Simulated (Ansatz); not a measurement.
The inner images of a band of AlH3O + H4OSn (11 atoms, charge 0, multiplicity 1) are given out of order.

Level of theory: RKS BLYP/def2-SVP in Ansatz.

Image 0:

```xyz
11
Properties=species:S:1:pos:R:3
Sn -0.016 0.646 -0.156
O -0.327 -0.144 1.720
H -1.236 0.039 2.033
H 1.680 0.459 -0.372
H -0.485 2.317 -0.030
H -1.003 -0.186 -1.308
O 0.431 -2.544 0.776
Al 0.886 -4.133 1.236
H 1.420 -5.060 0.059
H 0.752 -4.635 2.747
H 0.100 -1.807 1.357
```

Image 8:

```xyz
11
Properties=species:S:1:pos:R:3
Sn 0.203 -0.336 -0.420
O 0.066 0.197 2.547
H -0.889 0.214 2.758
H 1.564 0.681 -0.125
H -1.356 0.389 -0.236
H 0.315 -1.084 -1.993
O 0.290 -1.935 0.864
Al 0.536 -3.641 0.794
H 0.821 -4.360 -0.602
H 0.442 -4.420 2.178
H 0.211 -0.752 2.299
```

Problem. Put them in order from the first end to the last, with their energies above the first end.
A.
```xyz
11
Properties=species:S:1:pos:R:3
Sn 0.230 -0.212 -0.232
O -0.061 0.048 2.265
H -1.013 0.230 2.399
H 1.894 0.254 -0.237
H -0.808 1.202 -0.142
H -0.335 -1.035 -1.659
O 0.215 -2.003 0.928
Al 0.586 -3.688 0.880
H 1.003 -4.377 -0.494
H 0.493 -4.508 2.248
H -0.002 -0.960 2.107
```
B.
```xyz
11
Properties=species:S:1:pos:R:3
Sn 0.200 -0.059 -0.154
O -0.087 0.010 2.084
H -1.004 0.246 2.332
H 1.894 0.257 -0.242
H -0.744 1.422 -0.232
H -0.446 -1.024 -1.458
O 0.291 -2.038 1.048
Al 0.599 -3.733 0.957
H 0.958 -4.367 -0.458
H 0.496 -4.589 2.297
H 0.045 -1.174 1.890
```
C.
```xyz
11
Properties=species:S:1:pos:R:3
Sn 0.206 -0.336 -0.409
O 0.058 0.145 2.551
H -0.901 0.294 2.675
H 1.726 0.450 -0.185
H -1.198 0.634 -0.138
H 0.093 -1.067 -1.989
O 0.151 -1.962 0.844
Al 0.543 -3.642 0.804
H 1.030 -4.324 -0.553
H 0.398 -4.431 2.178
H 0.095 -0.810 2.286
```
D.
```xyz
11
Properties=species:S:1:pos:R:3
Sn -0.038 0.575 -0.168
O -0.233 -0.065 1.780
H -1.129 0.121 2.126
H 1.662 0.540 -0.424
H -0.669 2.198 -0.168
H -0.969 -0.438 -1.217
O 0.655 -2.430 0.906
Al 0.823 -4.112 1.186
H 1.498 -4.937 0.006
H 0.312 -4.786 2.540
H 0.291 -1.716 1.495
```
E.
```xyz
11
Properties=species:S:1:pos:R:3
Sn 0.005 0.395 -0.143
O -0.241 0.006 1.868
H -1.083 0.374 2.203
H 1.711 0.452 -0.366
H -0.723 1.970 -0.336
H -0.843 -0.755 -1.118
O 0.687 -2.301 1.054
Al 0.768 -4.014 1.085
H 1.380 -4.676 -0.223
H 0.239 -4.845 2.337
H 0.301 -1.655 1.702
```
F.
```xyz
11
Properties=species:S:1:pos:R:3
Sn 0.231 -0.300 -0.339
O -0.011 0.097 2.461
H -0.973 0.271 2.516
H 1.854 0.283 -0.232
H -0.971 0.924 -0.081
H -0.143 -1.041 -1.871
O 0.131 -1.978 0.868
Al 0.561 -3.651 0.829
H 1.032 -4.337 -0.531
H 0.470 -4.444 2.206
H 0.022 -0.873 2.236
```
G.
```xyz
11
Properties=species:S:1:pos:R:3
Sn 0.106 0.194 -0.113
O -0.205 0.047 1.951
H -1.077 0.392 2.225
H 1.818 0.344 -0.253
H -0.727 1.710 -0.355
H -0.611 -0.942 -1.213
O 0.489 -2.179 1.100
Al 0.687 -3.881 1.015
H 1.073 -4.441 -0.419
H 0.475 -4.762 2.320
H 0.175 -1.530 1.805
```

Solution. D (0.00 eV), E (+0.03 eV), G (+0.14 eV), B (+0.49 eV), A (+0.24 eV), F (+0.04 eV), C (-0.03 eV).

The run took 10 min on 2 threads of Arm Neoverse V1, on a shared host, peak memory 0.15 GiB.
